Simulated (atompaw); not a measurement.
## Plane-wave convergence, PAW (atompaw) potential for ytterbium (Yb)

atompaw 4.2.0.5 input, output lines left out:

```
Yb 70
GGA-PBE scalarrelativistic loggrid 2001 logderivrange -6 5 276
6 6 5 4 0 0
6 1 0
5 2 0
0 0 0
c
c
c
c
v
v
c
c
c
v
v
c
c
v
v
3
2.50 2.10 2.20 2.30
n
n
y
3
n
y
1.85
n
custom polynom vanderbiltortho sinc
bessel
1.35
1.85
2.40
2.50
2.40
2.50
1.00
1.00
```

The pseudo-atom Hamiltonian at the reference potential is diagonalised in spherical Bessel functions j_l(qr) that vanish at 20 bohr, with q² up to the cutoff. All-electron valence levels (Ry): 5s -4.0372, 6s -0.2881, 5p -2.0158, 6p -0.0813, 5d -0.0491, 4f -0.2218.

How do the lowest levels (Ry) of each channel move with the cutoff, and are there ghosts?

```csv
cutoff (Ry),s #1,s #2,p #1,p #2,p #3,d #1,d #2,f #1,f #2,Σ f·Δε (mRy)
8,-3.9451,-0.2799,-1.9473,-0.0789,0.0502,-0.0244,0.0653,0.0978,0.2110,5083.6
18,-3.9889,-0.2880,-2.0149,-0.0812,0.0493,-0.0489,0.0594,0.0978,0.2110,4574.7
35,-4.0359,-0.2881,-2.0157,-0.0813,0.0493,-0.0491,0.0594,0.0978,0.2109,4475.1
55,-4.0368,-0.2881,-2.0158,-0.0813,0.0493,-0.0491,0.0594,0.0978,0.2108,4473.2
90,-4.0371,-0.2881,-2.0158,-0.0813,0.0493,-0.0491,0.0594,-0.0995,0.0979,1711.5
140,-4.0372,-0.2881,-2.0158,-0.0813,0.0493,-0.0491,0.0594,-0.2112,0.0978,147.7
230,-4.0372,-0.2881,-2.0158,-0.0813,0.0493,-0.0491,0.0594,-0.2210,0.0978,9.7
400,-4.0372,-0.2881,-2.0158,-0.0813,0.0493,-0.0491,0.0594,-0.2217,0.0978,0.0
```

Result: no extra level below or beside the all-electron valence levels (s, p, d, f tested); 10 mRy is reached at 230 Ry and 1 mRy at over 300 Ry.
